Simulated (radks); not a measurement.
Values are calculated unless marked as measured or tabulated.
Problem. The silver ion Ag3+, 44 electrons, occupied as [Kr] 4d8 (the NIST ground configuration). Code: a radial shooting solver on a logarithmic mesh with Libxc functionals. Model: scalar-relativistic Kohn-Sham, PBEsol, spin-polarised, spherical densities, finite nucleus; open shells are filled with parallel spins first (spin-orbit coupling, left out, can overturn this in heavy ions); Fermi nuclear charge, rms radius 4.5454 fm. Some entries of the table are withheld. Estimate them.

orbital  occ.  eigenvalue (eV)  <1/r> (bohr^-1)
1s up       1        -25354.49            49.41
1s down     1        -25354.48            49.41
2s up       1        -3767.363            11.22
2s down     1        -3766.954            11.23
2p up       3        -3384.002            10.84
2p down     3        -3383.687            10.84
3s up       1        -722.6448            3.942
3s down     1        -722.4148            3.942
3p up       3        -596.7649            3.756
3p down     3        -596.5063            3.756
3d up       5        -398.1334            3.530
3d down     5        -397.7522            3.530
4s up       1        -134.3032            1.523
4s down     1        -132.7304            1.525
4p up       3         -97.4981              (1)
4p down     3         -95.8842              (2)
4d up       5              (3)            1.066
4d down     3              (4)            1.062
5s up       0         -31.6760           0.5613
5s down     0         -30.8760           0.5528
5p up       0         -23.7858           0.4758
5p down     0         -23.2001           0.4674

Solution. 
(1) 4p up <1/r> (bohr^-1): 1.375
(2) 4p down <1/r> (bohr^-1): 1.376
(3) 4d up eigenvalue (eV): -44.4467
(4) 4d down eigenvalue (eV): -42.8736
